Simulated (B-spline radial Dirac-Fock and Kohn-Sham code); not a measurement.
Mn⁺ 3s: cross section and angular parameters

System: Mn⁺ in the configuration 1s2 2s2 2p6 3s2 3p6 3d5 4s1; threshold 100.8 eV (orbital energy of the model). Calculated with a radial atomic solver, using Dirac-Hartree-Slater photoionisation with a Latter tail; cross sections with all multipoles, angular parameters from the dipole term and its interference with E2.

For linearly polarised light dσ/dΩ = σ/(4π) [1 + β P₂(cos θ) + (δ + γ cos²θ) sin θ cos φ], with θ from the polarisation vector and φ the angle between the beam and the projection of the electron momentum on the plane normal to the polarisation.

| hν (eV) | σ (kb) | β | γ |
| --- | --- | --- | --- |
| 158 | 282 | 1.999 | 0.251 |
| 162 | 276 | 1.999 | 0.253 |
| 245 | 181 | 1.999 | 0.209 |
| 300 | 139 | 1.999 | 0.158 |
| 326 | 124 | 1.999 | 0.135 |
| 447 | 77.9 | 1.999 | 0.047 |
| 600 | 48.2 | 2.000 | -0.020 |
| 1000 | ? | ? | ? |
| 1230 | 13.3 | 2.000 | -0.024 |
| 1486.9 | 9.18 | 2.000 | 0.022 |
| 1660 | 7.38 | 2.000 | 0.059 |
| 1750 | 6.64 | 2.000 | 0.080 |
| 1890 | 5.68 | 2.000 | 0.112 |
| 2580 | 2.98 | 2.000 | 0.280 |
| 2630 | 2.86 | 2.000 | 0.292 |
| 2950 | 2.23 | 2.000 | 0.369 |
| 2984.4 | 2.18 | 2.000 | 0.377 |
| 3300 | 1.75 | 2.000 | 0.451 |
| 3660 | 1.39 | 2.000 | 0.534 |
| 4520 | 0.865 | 1.999 | 0.723 |
| 5414.7 | 0.568 | 1.999 | 0.905 |
| 6060 | 0.435 | 1.999 | 1.027 |
| 6130 | 0.423 | 1.999 | 1.039 |
| 6570 | 0.358 | 1.999 | 1.118 |
| 9210 | 0.156 | 1.999 | 1.541 |
| 9251.7 | 0.154 | 1.999 | 1.547 |
| 15000 | 0.0439 | 1.999 | 2.270 |

Question: Give the values at 1000 eV.

Answer: σ = 19.6 kb, β = 2.000, γ = -0.051. For an s subshell δ is negligible.
